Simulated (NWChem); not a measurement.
System: C2H3BrF2; SMILES CC(F)(F)Br

```xyz
8

C     -1.3986    -1.3577     0.0000
C      0.0053    -0.8285     0.0000
F      0.6772    -1.2452    -1.0771
F      0.6772    -1.2452     1.0771
Br     0.0345     1.1345     0.0000
H     -1.9307    -1.0162    -0.8960
H     -1.9307    -1.0162     0.8960
H     -1.3468    -2.4569     0.0000
```
Atoms are numbered in this order, from 1.

Level: PBE0/def2-SVP (NWChem), optimised geometry, unscaled harmonic frequencies. This build's default masses of Se (78.918 u) and Br (79.917 u) are each other's, which moves their modes by up to 0.6 %.

List the harmonic frequencies with IR intensities, and the thermochemistry.


```json
[
 {"frequency (cm⁻¹)": "255", "IR intensity (km/mol)": "0.0"},
 {"frequency (cm⁻¹)": "275", "IR intensity (km/mol)": "1.5"},
 {"frequency (cm⁻¹)": "307", "IR intensity (km/mol)": "0.3"},
 {"frequency (cm⁻¹)": "328", "IR intensity (km/mol)": "2.9"},
 {"frequency (cm⁻¹)": "416", "IR intensity (km/mol)": "0.1"},
 {"frequency (cm⁻¹)": "546", "IR intensity (km/mol)": "18.0"},
 {"frequency (cm⁻¹)": "657", "IR intensity (km/mol)": "57.9"},
 {"frequency (cm⁻¹)": "921", "IR intensity (km/mol)": "88.9"},
 {"frequency (cm⁻¹)": "989", "IR intensity (km/mol)": "26.5"},
 {"frequency (cm⁻¹)": "1122", "IR intensity (km/mol)": "220.4"},
 {"frequency (cm⁻¹)": "1262", "IR intensity (km/mol)": "191.6"},
 {"frequency (cm⁻¹)": "1269", "IR intensity (km/mol)": "124.9"},
 {"frequency (cm⁻¹)": "1406", "IR intensity (km/mol)": "68.3"},
 {"frequency (cm⁻¹)": "1447", "IR intensity (km/mol)": "2.0"},
 {"frequency (cm⁻¹)": "1450", "IR intensity (km/mol)": "0.2"},
 {"frequency (cm⁻¹)": "3084", "IR intensity (km/mol)": "1.5"},
 {"frequency (cm⁻¹)": "3192", "IR intensity (km/mol)": "1.0"},
 {"frequency (cm⁻¹)": "3217", "IR intensity (km/mol)": "0.0"}
]
```

```yaml
zero_point_energy: 31.6 kcal/mol
thermal correction to the enthalpy at 298.15 K (with zero-point energy): 35.6 kcal/mol
heat capacity Cv: 17.9 cal/(mol K)
entropy at 298.15 K and 1 atm (symmetry number 1): 76.0 cal/(mol K)
dipole_moment: 2.12 D
```

Rigid rotor and harmonic oscillator.
